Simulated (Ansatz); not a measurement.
Species: [Ta(=O)(OH)3] (charge 0, multiplicity 1).

**Question.** Give a relaxed geometry from PBE-D3(BJ)/def2-SVP run with Ansatz (a program for electronic structure).

**Answer.** One answer among several that fit: the end point of this relaxation, one of several conformers.
Z-matrix (Å, degrees):
```
Ta
O 1 1.7431
O 1 1.9260 2 108.37
H 3 0.9718 1 129.83 2 0.01
O 1 1.9261 2 108.35 3 -120.00
H 5 0.9719 1 129.76 2 -0.02
O 1 1.9261 2 108.35 5 -120.00
H 7 0.9719 1 129.75 2 0.00
```
